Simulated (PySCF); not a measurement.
AgCl, charge +1, doublet, geometry from GFN2-xTB (such geometries of metal compounds can be far from the true shape) (the multiplicity is a formal guess) (core potentials on Ag), atoms displaced at random by about 0.08 Å a coordinate; B3LYP/def2-SVP, gradient (PySCF).

PySCF was given this input:
```python
from pyscf import gto, scf, dft

mol = gto.Mole()
mol.atom = '''
    Ag    0.055549   -0.093954   -0.669799
    Cl    0.007720   -0.114499    1.620648
'''
mol.basis = 'def2-svp'
mol.ecp = {'Ag': 'def2-svp'}
mol.charge = 1
mol.spin = 1
mol.verbose = 4
mol.build()

mf = dft.UKS(mol)
mf.xc = 'b3lyp'
mf.grids.level = 5
mf.kernel()
g = mf.nuc_grad_method()
g.grid_response = True
grad = g.kernel()
```

**Question.** Predict the main parts of the log of this PySCF run.

**Answer.** 
```
PySCF version 2.14.0

[INPUT] verbose = 4
[INPUT] num. atoms = 2
[INPUT] num. electrons = 35
[INPUT] charge = 1
[INPUT] spin (= nelec alpha-beta = 2S) = 1
[INPUT] symmetry False subgroup None
[INPUT] Mole.unit = angstrom
[INPUT] Symbol           X                Y                Z      unit          X                Y                Z       unit  Magmom
[INPUT]  1 Ag     0.055549000000  -0.093954000000  -0.669799000000 AA    0.104972396493  -0.177547328307  -1.265736668508 Bohr   0.0
[INPUT]  2 Cl     0.007720000000  -0.114499000000   1.620648000000 AA    0.014588685682  -0.216371751537   3.062580864324 Bohr   0.0

nuclear repulsion = 74.6055742882178
number of shells = 19
number of NR pGTOs = 93
number of NR cGTOs = 49
basis = def2-svp
ecp = {'Ag': 'def2-svp'}

******** <class 'pyscf.dft.uks.UKS'> ********
method = UKS
initial guess = minao
damping factor = 0
level_shift factor = 0
DIIS = <class 'pyscf.scf.diis.CDIIS'>
diis_start_cycle = 1
diis_space = 8
diis_damp = 0
SCF conv_tol = 1e-09
SCF conv_tol_grad = None
SCF max_cycles = 50
direct_scf = True
direct_scf_tol = 1e-13
number electrons alpha = 18  beta = 17
XC library pyscf.dft.libxc version 7.1.2
    S. Lehtola, C. Steigemann, M. J. T. Oliveira, and M. A. L. Marques,  SoftwareX 7, 1–5 (2018)
XC functionals = b3lyp
    P. J. Stephens, F. J. Devlin, C. F. Chabalowski, and M. J. Frisch,  J. Phys. Chem. 98, 11623 (1994)
radial grids:
    Treutler-Ahlrichs [JCP 102, 346 (1995); DOI:10.1063/1.469408] (M4) radial grids

becke partition: Becke, JCP 88, 2547 (1988); DOI:10.1063/1.454033
pruning grids: <function nwchem_prune>
grids dens level: 5
symmetrized grids: False
atomic radii adjust function: <function treutler_atomic_radii_adjust>
small_rho_cutoff = 0
Set gradient conv threshold to 3.16228e-05
tot grids = 91240
init E= -594.674716172637

cycle= 1 E= -605.7816901318  delta_E= -11.1  |g|= 1.22  |ddm|= 2.77
cycle= 2 E= -590.910083722829  delta_E= 14.9  |g|= 4.76  |ddm|=  5.5
cycle= 3 E= -606.34527772251  delta_E= -15.4  |g|= 0.735  |ddm|= 4.65
cycle= 4 E= -606.634125560564  delta_E= -0.289  |g|= 0.376  |ddm|= 1.54
cycle= 5 E= -606.730407914289  delta_E= -0.0963  |g|= 0.107  |ddm|= 0.584
cycle= 6 E= -606.736543264359  delta_E= -0.00614  |g|= 0.0267  |ddm|= 0.106
cycle= 7 E= -606.737169801525  delta_E= -0.000627  |g|= 0.00592  |ddm|= 0.0518
cycle= 8 E= -606.737184685763  delta_E= -1.49e-05  |g|= 0.00367  |ddm|= 0.00824
cycle= 9 E= -606.737192830833  delta_E= -8.15e-06  |g|= 0.00132  |ddm|= 0.00536
cycle= 10 E= -606.73719388402  delta_E= -1.05e-06  |g|= 0.000246  |ddm|= 0.00246
cycle= 11 E= -606.737193917659  delta_E= -3.36e-08  |g|= 6.2e-05  |ddm|= 0.000253
cycle= 12 E= -606.737193921166  delta_E= -3.51e-09  |g|= 7.38e-06  |ddm|= 0.000144
cycle= 13 E= -606.737193921398  delta_E= -2.32e-10  |g|= 8.5e-07  |ddm|= 6.82e-05
Extra cycle  E= -606.737193921401  delta_E= -3.41e-12  |g|= 4.03e-07  |ddm|= 4.22e-06
converged SCF energy = -606.737193921401  <S^2> = 0.75273113  2S+1 = 2.0027293

******** <class 'pyscf.grad.uks.Gradients'> for <class 'pyscf.dft.uks.UKS'> ********
unit = Eh/Bohr
grid_response = True
--------------- UKS gradients ---------------
         x                y                z
0 Ag    -0.0005429795    -0.0002336930     0.0258695676
1 Cl     0.0005429795     0.0002336930    -0.0258695676
----------------------------------------------
```
